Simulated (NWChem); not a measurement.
System: CH6ClNSi; SMILES CN[SiH2]Cl

```xyz
10

Si    -0.8240    -0.1011    -0.1424
Cl     0.4648    -1.7350     0.0515
N     -0.1973     1.3836     0.4371
C      0.8433     2.1550    -0.2047
H     -1.0878     0.0294    -1.6005
H     -2.0377    -0.4214     0.6537
H     -0.2905     1.5666     1.4310
H      1.8630     1.8919     0.1324
H      0.8088     1.9933    -1.2935
H      0.6990     3.2350    -0.0366
```
Atoms are numbered in this order, from 1.

Computed with NWChem. Medium grid unless said otherwise, to which SCAN and Minnesota functionals are sensitive. All runs use the structure optimised with PBE0/def2-SVP. Total energies of different functionals are on different scales.

```csv
level,energy (Ha),highest occupied level (eV),orbital gap (eV),dipole (D),relative time
B3LYP/def2-SVP,-845.9536,-6.86,7.74,2.22,2
PBE/def2-SVP,-845.4456,-5.73,5.96,2.25,2
Hartree-Fock/def2-SVP,-844.0080,-10.63,14.94,2.32,1
LC-BLYP (range parameter 0.33 per bohr)/def2-SVP,-845.2125,-9.37,12.33,2.23,5
MN15-L/def2-SVP,-845.6524,-6.37,6.90,2.34,1
BP86/def2-SVP,-845.9842,-5.84,6.05,2.27,2
M06/def2-SVP,-845.8255,-7.24,8.29,2.18,2
PW91/def2-SVP,-845.8406,-5.78,5.93,2.24,2
PBE0/def2-SVP,-845.5312,-7.16,8.26,2.30,2
"LDA (Slater exchange, PW92)/def2-SVP",-842.4095,-5.81,5.83,2.28,1
```

Times are rough ratios from one shared machine.
